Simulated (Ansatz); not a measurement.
Basis-set extrapolation for `CBC#N` (PBE0-D4/def2-TZVP geometry, frozen core, Ansatz 0.2.0). Multiplicity 1, RHF reference.

```tsv
	def2-TZVPP	def2-QZVPP
HF	-157.256533	-157.263263
MP2 correlation	-0.605831	-0.645103
CCSD(T) correlation	-0.660505	not run
```

Energies in hartree. Use E(X) = E(∞) + A·exp(−7.88·√X) for Hartree–Fock and E(X) = E(∞) + B·X^(−2.97) for correlation, with X = 3 and 4, and add CCSD(T) minus MP2 of the smaller set to the MP2 limit.

Task: What is the CCSD(T) energy at the basis-set limit?

Result: HF limit: -157.263263 + (-0.006730) × 0.13774 = -157.26419. MP2 limit: -0.645103 + (-0.039272) × 0.74074 = -0.67419. Higher-order term: -0.660505 − (-0.605831) = -0.05467. Total: -157.99305 hartree, 199.6 kJ/mol below CCSD(T)/def2-TZVPP.
